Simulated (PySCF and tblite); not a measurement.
Values are calculated unless marked as measured or tabulated.
Stationary points of C8H11 (charge +1) at GFN2-xTB, in Å:

Structure A

```
 1 C     1.819   -1.696   -0.251
 2 C     1.319   -0.448   -0.099
 3 C     2.225    0.739   -0.007
 4 C    -0.092   -0.225   -0.021
 5 C    -1.122   -1.184   -0.080
 6 C    -2.337   -0.572    0.031
 7 C    -2.199    0.881    0.176
 8 C    -0.692    1.116    0.143
 9 H     2.882   -1.859   -0.309
10 H     1.200   -2.573   -0.321
11 H     2.020    1.445   -0.810
12 H     2.087    1.259    0.939
13 H     3.264    0.435   -0.079
14 H    -0.983   -2.243   -0.196
15 H    -3.290   -1.073    0.016
16 H    -2.732    1.405   -0.623
17 H    -2.667    1.227    1.103
18 H    -0.323    1.597    1.054
19 H    -0.389    1.779   -0.673
```

Structure B

```
 1 C     1.834   -1.172   -1.194
 2 C     1.343   -0.410   -0.229
 3 C     2.188    0.290    0.806
 4 C    -0.079   -0.168   -0.045
 5 C    -0.952   -0.960    0.711
 6 C    -2.208   -0.413    0.686
 7 C    -2.241    0.817   -0.106
 8 C    -0.807    0.984   -0.600
 9 H     2.893   -1.330   -1.287
10 H     1.204   -1.659   -1.919
11 H     2.141    1.370    0.670
12 H     1.844    0.057    1.812
13 H     3.219   -0.033    0.701
14 H    -0.665   -1.863    1.220
15 H    -3.075   -0.823    1.178
16 H    -2.969    0.736   -0.921
17 H    -2.593    1.661    0.496
18 H    -0.351    1.927   -0.285
19 H    -0.727    0.989   -1.692
```

Structure C

```
 1 C     1.934   -0.059   -1.376
 2 C     1.352   -0.219   -0.166
 3 C     2.154   -0.639    1.027
 4 C    -0.050    0.011    0.006
 5 C    -0.748   -0.129    1.221
 6 C    -2.069    0.165    1.041
 7 C    -2.355    0.532   -0.347
 8 C    -1.002    0.431   -1.051
 9 H     2.990   -0.231   -1.505
10 H     1.391    0.240   -2.256
11 H     2.099    0.115    1.810
12 H     1.779   -1.577    1.431
13 H     3.196   -0.776    0.756
14 H    -0.304   -0.423    2.155
15 H    -2.824    0.136    1.810
16 H    -3.113   -0.131   -0.778
17 H    -2.794    1.533   -0.404
18 H    -0.703    1.384   -1.494
19 H    -1.023   -0.290   -1.871
```

Geometries: GFN2-xTB; energies: PBE/pcSseg-1 + D3(BJ); zero-point and thermal terms from GFN2-xTB harmonic modes (soft modes blended into free rotors).

Q: Which structure is a saddle point, and along which motion?

A: B: one imaginary mode (118i cm⁻¹ at GFN2-xTB, mostly on C3, C1, C5), along the rotation about the C2–C4 bond (torsion C1–C2–C4–C5 from 0° to 180°, rising).

Q: Give their symmetry and energies above the lowest.

A: A Cs, 0.0 kcal/mol; B C1, 11.5 kcal/mol; C Cs, 0.2 kcal/mol.

The ion is treated without a counter-ion.
